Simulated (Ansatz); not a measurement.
Reactions of C3HN (`C#CC#N`).

Calculated with Ansatz (gas phase, PBE0-D4/def2-TZVP geometries, no zero-point term in ΔE). CCSD(T)/CBS adds triple-zeta CCSD(T) − MP2 to the extrapolated MP2 energy (def2 sets, frozen cores). This one scheme is used for every species, atoms too. DFT in def2-TZVPP. Open shells (•) are unrestricted, without spin–orbit coupling. Spin–orbit coupling would lower the free atoms: a little for C. Elements past krypton have def2 core potentials. For In outer-core shells are correlated without core-valence functions, so the limit isn't a true one: a few kJ/mol of doubt a bond, and 10 to 20 or more in all where bonds break to atoms.

```json
{"reaction": "`C#CC#N` + `[CH3][InH][Cl]` → `[CH3][In]([Cl])[C]#N` + `C#C`", "PBE-D4 (kJ/mol)": "-16", "CCSD/CBS(def2) (kJ/mol)": "-57", "ωB97X-V (kJ/mol)": "-49"}
{"reaction": "`C#CC#N` + H–F → `C#CF` + `C#N`", "PBE-D4 (kJ/mol)": "135", "CCSD/CBS(def2) (kJ/mol)": "130", "ωB97X-V (kJ/mol)": "115"}
{"reaction": "`C#CC#N` + CH₃OH → `COC#N` + `C#C`", "PBE-D4 (kJ/mol)": "67", "CCSD/CBS(def2) (kJ/mol)": "60", "ωB97X-V (kJ/mol)": "51"}
{"reaction": "`C#CC#N` → 3 C• + H• + N•", "PBE-D4 (kJ/mol)": "2664", "CCSD/CBS(def2) (kJ/mol)": "2426", "ωB97X-V (kJ/mol)": "2498"}
{"reaction": "`C#CC#N` + `CC1=CC1` → `C#CC1C=C1C` + `C#N`", "PBE-D4 (kJ/mol)": "12", "CCSD/CBS(def2) (kJ/mol)": "-9", "ωB97X-V (kJ/mol)": "-7"}
```

(1) Give the CCSD(T)/CBS values in the same order. (Estimate.)

Largest T1 diagnostic: 0.015, for `C#CC#N`.

## Answers

(1) Ansatz gave: -53, 135, 63, 2500, -6 kJ/mol.
